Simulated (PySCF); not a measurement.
PySCF 2.14 output of an unrestricted LDA calculation on a single atom or ion in aug-cc-pVTZ-PP with ECP28MDF, with a scalar-relativistic core potential:

```
SCF conv_tol = 1e-09
number electrons alpha = 10  beta = 8
    P. A. M. Dirac.,  Math. Proc. Cambridge Philos. Soc. 26, 376 (1930)
    F. Bloch.,  Z. Phys. 57, 545 (1929)
    S. H. Vosko, L. Wilk, and M. Nusair.,  Can. J. Phys. 58, 1200 (1980)
cycle= 1 E= -166.095155571552  delta_E= -0.0108  |g|= 0.13  |ddm|= 0.229
cycle= 2 E= -166.095027121464  delta_E= 0.000128  |g|= 0.136  |ddm|= 0.11
cycle= 3 E= -166.098588927975  delta_E= -0.00356  |g|= 0.00321  |ddm|= 0.058
cycle= 4 E= -166.098590621685  delta_E= -1.69e-06  |g|= 0.000159  |ddm|= 0.00136
cycle= 5 E= -166.098590628576  delta_E= -6.89e-09  |g|= 2.23e-05  |ddm|= 0.000106
cycle= 6 E= -166.098590628692  delta_E= -1.16e-10  |g|= 5.13e-07  |ddm|= 1.07e-05
converged SCF energy = -166.098590628692  <S^2> = 2.000263  2S+1 = 3.0001753
```

The run itself started from symmetry-adapted Hartree-Fock orbitals and held the occupation by maximum overlap, on a logarithmic radial grid, so the iterations belong to that start.

Which element, charge and spin multiplicity is this?

Cd²⁺ (cadmium, charge +2), multiplicity 3; the state was [Kr] 4d9 5s1, high-spin 3D determinant (an excited configuration).

Energies and moments cover only the electrons outside the core potential.
